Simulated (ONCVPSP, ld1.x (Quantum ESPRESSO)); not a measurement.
Potentials for molybdenum compared

Generated with ld1.x 7.5 (TM, RRKJ, ultrasoft, PAW), atompaw 4.2 or ONCVPSP 4.0.1. The cutoff is in Ry: for ld1.x and atompaw files where the sum of valence levels is converged to 10 mRy in a Bessel basis, for ONCV files where the hardest occupied wave has 1 mHa per electron of residual kinetic energy. The error is the largest all-electron minus pseudo excitation energy over each file’s own four to seven test configurations (ionisations up to +4, promotions, holes and added fractions of an electron), all of which were solved. The labels leave out finer settings (local radius, basis sizes, second energies), which also bear on the numbers. Spin-polarised tests are not counted. The rows are a selection from randomly drawn settings: files with unsolved tests, undetermined cutoffs or missed reference levels are left out.

```tsv
potential	cutoff (Ry)	largest error (meV)	bound ghosts
ONCV, LDA (Perdew-Zunger), scalar-relativistic, rc 1.45/1.90/2.15 (spd), local smoothed, core correction yes, reference 4s2 4p6 4d5 5s1, qcut 8.4/8.6/7.5, projectors 3/2/2	51	+9.2	none
ONCV, PW91, scalar-relativistic, rc 2.15/1.60/2.25 (spd), local smoothed, core correction no, reference 4s2 4p6 4d5 5s1, qcut 6.4/7.5/6.6, projectors 2/1/2	37	+23	none
RRKJ, PBE, scalar-relativistic, rc 2.70/2.95/1.55 (spd), local s, core correction yes, reference 4d5 5s1 5p0	40	-650	none
ONCV, PBE, scalar-relativistic, rc 2.15/1.60/1.50/2.00 (spdf), local d, core correction yes, reference 4s2 4p6 4d5 5s1, qcut 4.3/8/6.7/5, projectors 2/2/0/2	39	-5.5	none
ONCV, PBE, scalar-relativistic, rc 1.95/2.00/2.10 (spd), local smoothed, core correction yes, reference 4s2 4p6 4d5 5s1, qcut 7.4/8.3/6.7, projectors 2/2/1	32	-17	none
ONCV, PBE, fully relativistic, rc 1.90/1.35/2.50 (spd), local smoothed, core correction yes, reference 4s2 4p6 4d5 5s1, qcut 5/5.6/5.4, projectors 2/2/2	126	+67	none
TM semilocal, PBEsol, scalar-relativistic, rc 2.80/3.95/2.30 (spd), local p, core correction yes, reference 4d5 5s0.5 5p0	35	-367	none
```

**Question.** Fill in the row for Mo: TM, PBE, fully relativistic, rc 2.35/1.10/1.50 (spd), local s, core correction no, reference 4p6 4d5.5 5s0.5 5p0.

**Answer.** cutoff 100 Ry, largest error -645 meV, bound ghosts: none.
